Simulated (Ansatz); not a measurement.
`CC([SiH3])[SiH3]`, relaxed with RKS PBE-D4/def2-SVP in the Gaussian-basis code of Ansatz from a rough embedded geometry. The force threshold is 0.03 eV/Å; the program also tests the step.

The species carries charge 0 and has multiplicity 1.

Start:

```xyz
14

C    -0.539    0.400    1.435
C     0.006    0.510    0.067
Si   -1.079   -0.242   -1.218
Si    1.613   -0.418   -0.207
H    -1.503    0.945    1.573
H     0.118    0.898    2.216
H    -0.733   -0.621    1.803
H     0.112    1.533   -0.189
H    -2.459    0.417   -1.221
H    -1.306   -1.697   -1.013
H    -0.549   -0.031   -2.617
H     2.156   -0.154   -1.566
H     1.536   -1.782    0.156
H     2.626    0.243    0.781
```

| step | energy (eV) | largest force (eV/Å) | largest move (Å) |
| --- | --- | --- | --- |
| 1 | -17973.7030 | 3.095 | 0.000 |
| 2 | -17974.0852 | 0.869 | 0.153 |
| 3 | -17974.1351 | 0.248 | 0.087 |
| 4 | -17974.1394 | 0.253 | 0.029 |
| 5 | -17974.1460 | 0.068 | 0.022 |
| 6 | -17974.1464 | 0.007 | 0.007 |

End:

```xyz
14

C    -0.552    0.396    1.452
C     0.012    0.478    0.017
Si   -1.201   -0.226   -1.268
Si    1.723   -0.339   -0.123
H    -1.528    0.918    1.544
H     0.136    0.853    2.194
H    -0.716   -0.657    1.765
H     0.164    1.545   -0.270
H    -2.532    0.476   -1.164
H    -1.425   -1.695   -1.021
H    -0.666   -0.047   -2.663
H     2.281   -0.182   -1.513
H     1.623   -1.809    0.193
H     2.681    0.288    0.858
```

It took 9.5 s on 4 threads of an Arm Neoverse V1 on a shared host, with 0.16 GiB of host memory at the peak.
